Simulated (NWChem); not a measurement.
C₃H₆OSi; SMILES C=C1OC[SiH2]1

```xyz
11

C      0.4862    -2.0887     0.0000
C      0.1201    -0.8062     0.0000
O     -1.2117    -0.3819     0.0000
C     -1.1115     1.0775     0.0000
Si     0.8021     0.9498     0.0000
H      1.5366    -2.3575     0.0000
H     -0.2469    -2.8914     0.0000
H     -1.5993     1.4847     0.8919
H     -1.5993     1.4847    -0.8919
H      1.5261     1.4271     1.2094
H      1.5261     1.4271    -1.2094
```
Atoms are numbered in this order, from 1.

Program: NWChem. Pople sets run with spherical d functions. STO-3G and 3-21G are far too small for this property and stand as cheap habits. The geometry was optimised at B3LYP/6-31G* (spherical d). B3LYP is NWChem's, with the RPA form of VWN correlation. Field at 589 nm.

```json
[
 {"level": "B3LYP/STO-3G", "isotropic polarisability (bohr³)": "32.6", "anisotropy (bohr³)": "25.3"},
 {"level": "B3LYP/6-31G*", "isotropic polarisability (bohr³)": "57.8", "anisotropy (bohr³)": "32.8"},
 {"level": "B3LYP/def2-SVP", "isotropic polarisability (bohr³)": "?", "anisotropy (bohr³)": "?"},
 {"level": "B3LYP/def2-SVPD", "isotropic polarisability (bohr³)": "70.9", "anisotropy (bohr³)": "31.2"}
]
```

Question: Complete the blanks.

Answer: 
- B3LYP/def2-SVP, isotropic polarisability (bohr³): 61.2
- B3LYP/def2-SVP, anisotropy (bohr³): 31.8
